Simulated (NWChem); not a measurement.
The numbers come from NWChem runs, not from measurements. System: bifluoride (HF2 (-1)), charge -1, spin multiplicity 1, at a geometry optimised with PBE/def2-SVP. Level: CCSD(T)/def2-TZVPD, 2 core orbitals frozen.

Input file:

```
start mol
memory heap 100 mb stack 700 mb global 1900 mb
charge -1
geometry units angstroms nocenter noautoz
  F      0.000000     0.000000     1.162433
  H      0.000000     0.000000     0.000000
  F      0.000000     0.000000    -1.162433
  symmetry group D2h
end
basis spherical
  * library def2-tzvpd
end
scf
  rhf
  nopen 0
  maxiter 100
  thresh 1e-7
  semidirect memsize 60000000 filesize 0
end
tce
  freeze core 2
  ccsd(t)
  2eorb
  2emet 13
  thresh 1e-6
  maxiter 100
  tilesize 24
end
task tce energy
```

Part of the output:

```
             Northwest Computational Chemistry Package (NWChem) 7.3.0
             --------------------------------------------------------

                                NWChem Input Module
                                -------------------

 Scaling coordinates for geometry "geometry" by  1.889725989
 (inverse scale =  0.529177249)

 Turning off AUTOSYM since
 SYMMETRY directive was detected!

                             Geometry "geometry" -> ""
                             -------------------------

 Output coordinates in angstroms (scale by  1.889725989 to convert to a.u.)

  No.       Tag          Charge          X              Y              Z
 ---- ---------------- ---------- -------------- -------------- --------------
    1 F                    9.0000     0.00000000     0.00000000     1.16243300
    2 H                    1.0000     0.00000000     0.00000000     0.00000000
    3 F                    9.0000     0.00000000     0.00000000    -1.16243300

 Effective nuclear repulsion energy (a.u.)      26.6310996561

            Nuclear Dipole moment (a.u.)
            ----------------------------
        X                 Y               Z
 ---------------- ---------------- ----------------
     0.0000000000     0.0000000000     0.0000000000

      Symmetry information
      --------------------

 Group name             D2h
 Group number             26
 Group order               8
 No. of unique centers     2

      Symmetry unique atoms

     1    2


 Summary of "ao basis" -> "" (spherical)
 ------------------------------------------------------------------------------
       Tag                 Description            Shells   Functions and Types
 ---------------- ------------------------------  ------  ---------------------
 *                         def2-tzvpd                 on all atoms

 Summary of "ao basis" -> "ao basis" (spherical)
 ------------------------------------------------------------------------------
       Tag                 Description            Shells   Functions and Types
 ---------------- ------------------------------  ------  ---------------------
[...]
      Beta frozen virtuals :     0
         Spin multiplicity : singlet
    Number of AO functions :    89
       Number of AO shells :    33
        Use of symmetry is : on
      Symmetry adaption is : on
         Schwarz screening : 0.10D-09

          Correlation Information
          -----------------------
          Calculation type : Coupled-cluster singles & doubles w/ perturbation
   Perturbative correction : (T)
            Max iterations :      100
        Residual threshold : 0.10D-05
     T(0) DIIS level shift : 0.00D+00
     L(0) DIIS level shift : 0.00D+00
     T(1) DIIS level shift : 0.00D+00
     L(1) DIIS level shift : 0.00D+00
     T(R) DIIS level shift : 0.00D+00
     T(I) DIIS level shift : 0.00D+00
   CC-T/L Amplitude update :  5-th order DIIS
                I/O scheme : Global Array Library
        L-threshold :  0.10D-05
        EOM-threshold :  0.10D-05
 no EOMCCSD initial starts read in
 TCE RESTART OPTIONS
 SLICE:      F
 D4D5:       F
 quantumc:   F
 qrotation:  F
 pwtce:      F
 qducc:      F
 nacto:                         0
 nrotv:                         0
 nrot:                          0

            Memory Information
            ------------------
          Available GA space size is     249028879 doubles
          Available MA space size is     104853620 doubles

 Maximum block size supplied by input
 Maximum block size        24 doubles

 tile_dim =     18

 -------------------------------------------------

 Global array virtual files algorithm will be used

 Parallel file system coherency ......... OK

 4-electron integrals stored in orbital form

 v2    file size   =          1636966
 4-index algorithm nr.  13 is used
 imaxsize =       30
 imaxsize ichop =        0


CCSD iterations
 ---------------------------------------------------------
 Iter          Residuum       Correlation     Cpu    Wall
 ---------------------------------------------------------
    1   0.1951543706118  -0.5625451803039     1.5     1.5
    2   0.0404272032171  -0.5503717093712     1.3     1.3
    3   0.0119232794311  -0.5587522046639     1.3     1.3
    4   0.0054248026049  -0.5582912097966     1.4     1.4
    5   0.0018911713470  -0.5590007263605     1.8     1.8
    6   0.0006356991778  -0.5590273513461     1.8     1.8
    7   0.0003305942165  -0.5590230682420     1.8     1.8
    8   0.0001189965150  -0.5590337451816     1.8     1.8
    9   0.0000964798299  -0.5590315732399     1.8     1.8
   10   0.0000414528478  -0.5590361186632     1.8     1.8
   11   0.0000091983796  -0.5590360798954     1.8     1.8
   12   0.0000041916152  -0.5590364912130     1.8     1.8
   13   0.0000023887031  -0.5590364044135     1.8     1.8
   14   0.0000015043000  -0.5590364585030     2.0     2.0
   15   0.0000010204484  -0.5590364493960     1.7     1.7
   16   0.0000001330522  -0.5590364650755     1.7     1.7
 -----------------------------------------------------------------
 Iterations converged
 CCSD correlation energy / hartree =        -0.559036465075509
 CCSD total energy / hartree       =      -200.144035346915132

 Singles contributions

 Doubles contributions
 CCSD(T)
 Using plain CCSD(T) code
             total no. of tasks         5376
 total no. of tasks / no. procs         5376
                         wl_min          128           2.2
                         wl_max        46656           6.0
        thresh for no. of tasks         5376

 CCSD[T]  correction energy / hartree =        -0.018088195427814
 CCSD[T] correlation energy / hartree =        -0.577124660503324
 CCSD[T] total energy / hartree       =      -200.162123542342954
 CCSD(T)  correction energy / hartree =        -0.016664149172575
 CCSD(T) correlation energy / hartree =        -0.575700614248084
 CCSD(T) total energy / hartree       =      -200.160699496087716

 Task  times  cpu:       46.5s     wall:       46.5s

 Total times  cpu:       46.6s     wall:       46.6s
```
